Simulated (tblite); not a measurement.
C₄H₁₁ClSi₂.
Structure used (GFN2-xTB), in Å, numbered top down from 1:
```xyz
18
C4H11ClSi2 angstrom
C     -1.0119    1.9860   -0.5702
Si    -0.3989    0.2539   -0.0850
C     -1.9220   -0.8933    0.1300
Cl    -1.3738   -2.5294    0.5735
C      0.9539   -0.5378   -1.1912
Si     2.1086   -0.8110    0.3213
C      0.8105    0.1131    1.3975
H     -1.5896    1.9582   -1.4887
H     -1.6385    2.4175    0.2037
H     -0.1730    2.6551   -0.7274
H     -2.5870   -0.5635    0.9241
H     -2.5015   -0.9978   -0.7836
H      0.6611   -1.4459   -1.7094
H      1.3617    0.1321   -1.9431
H      3.4020   -0.1299    0.2210
H      2.2952   -2.2142    0.6837
H      0.4407   -0.4545    2.2462
H      1.1537    1.0677    1.7861
```

Calculated harmonic vibrations of the isolated species, GFN2-xTB (tblite), most abundant isotopes, no scaling. Against measured fundamentals such values can be off by several per cent, at times by over 20. Modes of hydrogen on silicon can be 10 to 20 % off. One conformer, not necessarily the lowest.

Harmonic wavenumbers (cm⁻¹): 37.9, 52.4, 106.8, 109.0, 144.5, 162.6, 178.2, 236.2, 334.5, 435.0, 485.9, 599.9, 609.5, 613.0, 662.8, 669.3, 686.5, 696.0, 722.3, 743.5, 757.2, 772.2, 801.9, 829.0, 844.5, 912.4, 955.1, 1080.8, 1086.1, 1093.8, 1187.9, 1368.6, 1433.5, 1457.4, 1459.5, 1481.0, 1486.3, 2233.6, 2271.4, 2997.6, 2998.7, 3014.4, 3017.1, 3025.5, 3027.0, 3043.9, 3045.7, 3058.1.

A = 1608, B = 1251, C = 850.1 MHz; mass 150.009 u (most abundant isotopes); point group Cs, symmetry number 1.

Question: Zero-point energy?

Answer: Half the sum of the wavenumbers: 29513 cm⁻¹ = 84.38 kcal/mol.

Question: What is S at 298.15 K and 1 bar for an ideal gas of classical rigid rotors and harmonic oscillators?

Answer: Translation 40.95, rotation 29.62, vibration 33.72: S = 104.3 cal/(mol K).

Question: And Cp and H(298.15 K) − H(0)?

Answer: Cp = 41.40 cal/(mol K), of which vibrations give 33.45 (their classical limit is 48 R = 95.4); H(298.15 K) − H(0) = 7.50 kcal/mol without the zero-point energy, 5.13 from vibrations.

Question: Blend soft modes into free rotors: weight 1/[1 + (100 cm⁻¹/ν̃)⁴] for the oscillator and the rest for a rotor with moment μB/(μ + B), μ = h/(8π²ν), B = 10⁻⁴⁴ kg m². What vibrational entropy results?

Answer: 30.56 cal/(mol K) in place of 33.72, which changes −T·S at 298.15 K by +0.94 kcal/mol.

Question: How do the functions run with temperature in this model?

Answer: 
```json
{"T (K)": "100", "S (cal/(mol K))": "72.9", "Cp (cal/(mol K))": "20.5", "H − H(0) (kcal/mol)": "1.43", "G − H(0) (kcal/mol)": "-5.86", "ln q(vib)": "2.34"}
{"T (K)": "200", "S (cal/(mol K))": "90.0", "Cp (cal/(mol K))": "30.5", "H − H(0) (kcal/mol)": "3.96", "G − H(0) (kcal/mol)": "-14.05", "ln q(vib)": "5.43"}
{"T (K)": "300", "S (cal/(mol K))": "104.5", "Cp (cal/(mol K))": "41.6", "H − H(0) (kcal/mol)": "7.58", "G − H(0) (kcal/mol)": "-23.79", "ln q(vib)": "8.36"}
{"T (K)": "500", "S (cal/(mol K))": "130.0", "Cp (cal/(mol K))": "58.3", "H − H(0) (kcal/mol)": "17.70", "G − H(0) (kcal/mol)": "-47.32", "ln q(vib)": "14.04"}
{"T (K)": "800", "S (cal/(mol K))": "161.0", "Cp (cal/(mol K))": "73.1", "H − H(0) (kcal/mol)": "37.62", "G − H(0) (kcal/mol)": "-91.16", "ln q(vib)": "21.88"}
{"T (K)": "1000", "S (cal/(mol K))": "178.0", "Cp (cal/(mol K))": "79.6", "H − H(0) (kcal/mol)": "52.91", "G − H(0) (kcal/mol)": "-125.10", "ln q(vib)": "26.60"}
```

q(vib) and H(0) count from the zero-point level.

Question: What must be added to the electronic energy to get the Gibbs energy at 298.15 K and 1 bar?

Answer: ZPE + [H(298.15 K) − H(0)] − T·S = 84.38 + 7.50 − 31.09 = 60.79 kcal/mol.

Question: Which modes carry the vibrational entropy at 298.15 K?

Answer: 37.9 cm⁻¹: 5.37; 52.4 cm⁻¹: 4.72; 106.8 cm⁻¹: 3.33; 109.0 cm⁻¹: 3.29; 144.5 cm⁻¹: 2.74; 162.6 cm⁻¹: 2.52 cal/(mol K); the other 42 give 11.75 together.

Hindered rotation and anharmonicity are outside this model. Other conformers, if any are populated, would add a mixing term that is left out.

On one thread, Arm Neoverse V1 (aarch64), shared host, this took 0.84 s. This covers the Hessian and the dipole derivatives.
